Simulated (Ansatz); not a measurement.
Reaction: H4SiO2 (dihydroxysilane, SMILES O[SiH2]O) → H3SiO2 (SMILES O[SiH2][O], doublet) + H (doublet) (the H-O bond breaks)
Each species at its own B3LYP-D3(BJ)/def2-TZVP minimum (Ansatz, an electronic-structure program), one conformer.

Total energies in hartree (Ansatz). Open shells are spin-unrestricted; no spin-orbit coupling. Correlated methods leave the cores frozen. No relativity. Where a partner has so few electrons that a lower coupled-cluster level is exact, that level stands in.

```csv
species,HF/cc-pV(T+d)Z,CCSD(T)/cc-pV(T+d)Z,HF/cc-pV(Q+d)Z,CCSD(T)/cc-pV(Q+d)Z,CCSD(T)/cc-pV(D+d)Z,CCSDT(Q)/cc-pV(D+d)Z
1: H4SiO2 (SMILES O[SiH2]O),-441.16940,-441.82122,-441.18715,-441.88558,-441.60287,-441.60474
"2: H3SiO2 (SMILES [SiH2]([O])O, doublet)",-440.52457,-441.12324,-440.54170,-441.18466,-440.91574,-440.91777
3: H (doublet),-0.49981,-0.49981,-0.49995,-0.49995,-0.49928,-0.49928
```

**Question.** Work out the bond dissociation energy (electronic) in kJ/mol: take Hartree-Fock from cc-pV(Q+d)Z, extrapolate the CCSD(T) correlation energy as X^-3 (X = 3, 4), and add CCSDT(Q) - CCSD(T) in cc-pV(D+d)Z. 1 hartree = 2625.5 kJ/mol.

**Answer.** 
Species 1: correlation (64·(-0.69843) - 27·(-0.65182))/37 = -0.73244; step -0.00187; E1 = -441.18715 + (-0.73244) + (-0.00187) = -441.92146
Species 2: correlation (64·(-0.64296) - 27·(-0.59867))/37 = -0.67528; step -0.00203; E2 = -440.54170 + (-0.67528) + (-0.00203) = -441.21901
Species 3: correlation (64·(0.00000) - 27·(0.00000))/37 = 0.00000; step +0.00000; E3 = -0.49995 + (0.00000) + (+0.00000) = -0.49995
-1·E1 +1·E2 +1·E3 = 0.20250 hartree = 531.7 kJ/mol.
